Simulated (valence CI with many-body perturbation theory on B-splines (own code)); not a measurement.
# Sensitivity of CI+MBPT for Cs³³⁺

Calculated by valence CI with perturbative core correlation (CI+MBPT): four valence electrons over a frozen Dirac-Fock core [Ar], radial functions for each j: 6 s, 6 p, 5 d, 5 f, 1 g, with the one-electron correlation potential Σ1, the two-electron term Σ2, the three-electron term Σ3, Breit, model QED; selected CI, second order for the rest, scaled by the run's own slope (own B-spline code, finite nucleus).

The last digits are not significant, and no measured levels were compared; by estimate large intervals hold to a few tenths of a per cent, small ones and those within an open d or f shell to about a per cent. Only levels of the ground parity were solved; by the run's estimate the other parity begins above the list, which can be wrong where configurations are misplaced.

The reference run has the lowest level (3d3/2^4) J=0 and an ionisation energy of 2138.01 eV. Its largest variational space holds 8174 state functions.

Levels are named by their leading jj configuration (3d3/2^4 stands for four electrons in 3d with j = 3/2), which in mixed levels can hold well under half, so a name can repeat and another be missing. Letters in brackets count levels of one name in rising energy.

Changed runs:
A. selection threshold (hartree) 2e-08 → 2e-07
B. size limit of the variational space 10000 → 6000
C. size limit of the variational space 10000 → 3000
D. highest l in the core sums 6 → 1 (bad on purpose)

Excitation energies of the reference run in cm⁻¹, and shifts in cm⁻¹:

```csv
Level,Reference,A,B,C,D
(3d3/2^3 3d5/2) J=1,91010,0,0,-0.8,+1222
(3d3/2^3 3d5/2) J=2,142401,-0.1,-1.1,+111,+2174
(3d3/2^3 3d5/2) J=4,158977,0,-1.5,+210,+3096
(3d3/2^3 3d5/2) J=3,167213,0,-2.2,+142,+2713
(3d3/2^2 3d5/2^2) J=0,236522,0,0,0,+0.8
(3d3/2^2 3d5/2^2) J=4 [a],248991,0,-1.2,+205,+3679
(3d3/2^2 3d5/2^2) J=2 [a],266189,-0.1,-2.2,+198,+2425
(3d3/2^2 3d5/2^2) J=3 [a],267582,0,-2.7,+217,+4303
(3d3/2^2 3d5/2^2) J=5,288072,0,0,-4.5,+6126
(3d3/2^2 3d5/2^2) J=1,298507,-0.1,0,-3.1,+1920
(3d3/2^2 3d5/2^2) J=6,304191,+0.1,0,-1.2,+6968
(3d3/2^2 3d5/2^2) J=4 [b],327165,+0.1,-1.9,+276,+5461
Ionisation energy (eV),2138.01,0,0,0,-0.85
```
